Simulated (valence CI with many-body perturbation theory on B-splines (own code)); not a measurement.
**Ba49+: calculated level list**

Computed by valence CI with perturbative core correlation (CI+MBPT): five valence electrons over a frozen Dirac-Fock core [He], radial functions for each j: 11 s, 11 p, 10 d, 8 f, 5 g, 2 h, with the one-electron correlation potential Σ1 (screened to all orders), the two-electron term Σ2, the three-electron term Σ3, Breit, model QED; selected single and double excitations, second order for the rest, scaled by the run's own slope (own B-spline code, finite nucleus).

No measured spectrum was set against this ion. As an estimate, large intervals hold to a few tenths of a per cent, small ones and those within an open d or f shell to about a per cent. Among the levels kept, up to 7300 cm⁻¹ of a level comes from second order outside the variational space, and about a tenth of that is noise between levels of different J, which matters for small intervals.

Levels 91 to 135 of 198, with energies above the lowest level, (2s^2 2p1/2^2 2p3/2) J=3/2. "Leading %" is the weight of the configuration and term that name the level; weights of strongly mixed levels are sums over their largest components and can fall short. In the jj column 3d3/2^4 stands for four electrons in 3d with j = 3/2. Lifetimes count E1, E2, E3, M1 and M2 decay at the calculated energies, and are blank where another channel may lead or the interval is too uncertain; long ones can be off by a factor of two.

| No. | Configuration | Term | J | E (eV) | Leading % | Leading jj | Lifetime |
| --- | --- | --- | --- | --- | --- | --- | --- |
| 91 | 2s2.2p2.3p | 2P° | 1/2 | 5936.9 | 56 | 2s^2 2p3/2^2 3p3/2 (95 %) | 589 fs |
| 92 | 2s.2p3.3s | 4D° | 7/2 | 5951.5 | 54 | 2s 2p1/2 2p3/2^2 3s (54 %) | 86.4 fs |
| 93 | 2s.2p3.3s | 2D° | 5/2 | 5960.7 | 71 | 2s 2p1/2 2p3/2^2 3s (90 %) | 16.0 fs |
| 94 | 2s2.2p2.3p | 2P° | 3/2 | 5970.2 | 58 | 2s^2 2p3/2^2 3p3/2 (90 %) | 143 fs |
| 95 | 2s.2p3.3p | 6P | 3/2 | 5975.3 | 38 | 2s 2p1/2 2p3/2^2 3p1/2 (98 %) | 18.1 fs |
| 96 | 2s2.2p2.3p | 2P° | 3/2 | 5984.2 | 46 | 2s^2 2p3/2^2 3p3/2 (76 %) | 80.0 fs |
| 97 | 2s.2p3.3s | 4P° | 1/2 | 5985.0 | 83 | 2s 2p1/2 2p3/2^2 3s (99 %) | 24.4 fs |
| 98 | 2s.2p3.3p | 4F | 5/2 | 5985.4 | 29 | 2s 2p1/2 2p3/2^2 3p1/2 (97 %) | 8.66 fs |
| 99 | 2s.2p3.3s | 2S° | 1/2 | 6005.1 | 50 | 2s 2p1/2 2p3/2^2 3s (96 %) | 11.5 fs |
| 100 | 2s.2p3.3s | 4S° | 3/2 | 6005.6 | 38 | 2s 2p1/2 2p3/2^2 3s (90 %) | 54.1 fs |
| 101 | 2s.2p3.3p | 2F | 7/2 | 6011.1 | 34 | 2s 2p1/2 2p3/2^2 3p1/2 (83 %) | 3.04 fs |
| 102 | 2s.2p3.3s | 2D° | 3/2 | 6014.4 | 69 | 2s 2p1/2 2p3/2^2 3s (92 %) | 14.4 fs |
| 103 | 2s.2p3.3s | 2D° | 5/2 | 6015.8 | 81 | 2s 2p1/2 2p3/2^2 3s (97 %) | 46.4 fs |
| 104 | 2s.2p3.3s | 4P° | 3/2 | 6017.0 | 33 | 2s 2p1/2 2p3/2^2 3s (83 %) | 22.1 fs |
| 105 | 2s2.2p2.3d | 2D | 3/2 | 6022.2 | 33 | 2s^2 2p3/2^2 3d3/2 (96 %) | 2.12 fs |
| 106 | 2s2.2p2.3d | 4D | 5/2 | 6023.9 | 27 | 2s^2 2p3/2^2 3d3/2 (88 %) | 2.31 fs |
| 107 | 2s2.2p2.3d | 2P | 1/2 | 6025.8 | 43 | 2s^2 2p3/2^2 3d3/2 (89 %) | 2.06 fs |
| 108 | 2s.2p3.3s | 2P° | 1/2 | 6028.1 | 89 | 2s 2p1/2 2p3/2^2 3s (98 %) | 26.2 fs |
| 109 | 2s2.2p2.3d | 2F | 7/2 | 6030.5 | 31 | 2s^2 2p3/2^2 3d3/2 (80 %) | 4.44 fs |
| 110 | 2s.2p3.3p | 4P | 5/2 | 6037.4 | 52 | 2s 2p1/2 2p3/2^2 3p1/2 (96 %) | 18.1 fs |
| 111 | 2s2.2p2.3d | 2F | 7/2 | 6041.0 | 53 | 2s^2 2p3/2^2 3d5/2 (96 %) | 239 fs |
| 112 | 2s2.2p2.3d | 4F | 9/2 | 6042.1 | 61 | 2s^2 2p3/2^2 3d5/2 (98 %) | 33.6 ps |
| 113 | 2s2.2p2.3d | 2P | 1/2 | 6053.9 | 45 | 2s^2 2p3/2^2 3d5/2 (89 %) | 2.88 fs |
| 114 | 2s.2p3.3p | 4D | 1/2 | 6055.1 | 68 | 2s 2p1/2 2p3/2^2 3p1/2 (97 %) | 17.6 fs |
| 115 | 2s2.2p2.3d | 2D | 3/2 | 6060.7 | 37 | 2s^2 2p3/2^2 3d3/2 (53 %) | 2.12 fs |
| 116 | 2s.2p3.3p | 4P | 1/2 | 6069.1 | 52 | 2s 2p1/2 2p3/2^2 3p1/2 (94 %) | 18.3 fs |
| 117 | 2s.2p3.3p | 4F | 3/2 | 6071.2 | 25 | 2s 2p1/2 2p3/2^2 3p1/2 (93 %) | 11.8 fs |
| 118 | 2s2.2p2.3d | 2D | 5/2 | 6071.5 | 59 | 2s^2 2p3/2^2 3d5/2 (93 %) | 1.94 fs |
| 119 | 2s2.2p2.3d | 2D | 3/2 | 6076.4 | 30 | 2s^2 2p3/2^2 3d5/2 (46 %) | 1.77 fs |
| 120 | 2s.2p3.3p | 2F | 5/2 | 6079.4 | 58 | 2s 2p1/2 2p3/2^2 3p1/2 (96 %) | 25.6 fs |
| 121 | 2s2.2p2.3d | 2D | 3/2 | 6085.0 | 28 | 2s 2p1/2 2p3/2^2 3p1/2 (58 %) | 7.02 fs |
| 122 | 2s.2p3.3p | 6P | 7/2 | 6091.5 | 47 | 2s 2p1/2 2p3/2^2 3p3/2 (98 %) | 86.4 fs |
| 123 | 2s.2p3.3p | 4P | 5/2 | 6093.3 | 33 | 2s 2p1/2 2p3/2^2 3p3/2 (94 %) | 13.3 fs |
| 124 | 2s2.2p2.3d | 2D | 5/2 | 6096.4 | 62 | 2s^2 2p3/2^2 3d5/2 (94 %) | 2.23 fs |
| 125 | 2s.2p3.3p | 4P | 1/2 | 6099.8 | 55 | 2s 2p1/2 2p3/2^2 3p3/2 (84 %) | 7.09 fs |
| 126 | 2s.2p3.3p | 2P | 3/2 | 6108.0 | 41 | 2s 2p1/2 2p3/2^2 3p1/2 (97 %) | 11.5 fs |
| 127 | 2s.2p3.3p | 4P | 1/2 | 6110.0 | 45 | 2s 2p1/2 2p3/2^2 3p1/2 (86 %) | 13.9 fs |
| 128 | 2s.2p3.3p | 4P | 3/2 | 6121.3 | 48 | 2s 2p1/2 2p3/2^2 3p3/2 (96 %) | 6.58 fs |
| 129 | 2s.2p3.3p | 4F | 9/2 | 6128.3 | 99 | 2s 2p1/2 2p3/2^2 3p3/2 (99 %) | 1.53 ps |
| 130 | 2s.2p3.3p | 4D | 7/2 | 6129.5 | 64 | 2s 2p1/2 2p3/2^2 3p3/2 (99 %) | 16.6 fs |
| 131 | 2s.2p3.3p | 2P | 3/2 | 6136.7 | 63 | 2s 2p1/2 2p3/2^2 3p3/2 (95 %) | 7.04 fs |
| 132 | 2s.2p3.3p | 2D | 5/2 | 6153.7 | 58 | 2s 2p1/2 2p3/2^2 3p3/2 (97 %) | 6.38 fs |
| 133 | 2s.2p3.3d | 6D° | 3/2 | 6166.3 | 40 | 2s 2p1/2 2p3/2^2 3d3/2 (98 %) | 14.1 fs |
| 134 | 2s.2p3.3d | 6D° | 1/2 | 6167.7 | 44 | 2s 2p1/2 2p3/2^2 3d3/2 (97 %) | 13.5 fs |
| 135 | 2s.2p3.3d | 6D° | 5/2 | 6169.2 | 37 | 2s 2p1/2 2p3/2^2 3d3/2 (93 %) | 9.43 fs |

Where two levels of one J and parity lie close, their mixing, g and order are uncertain.
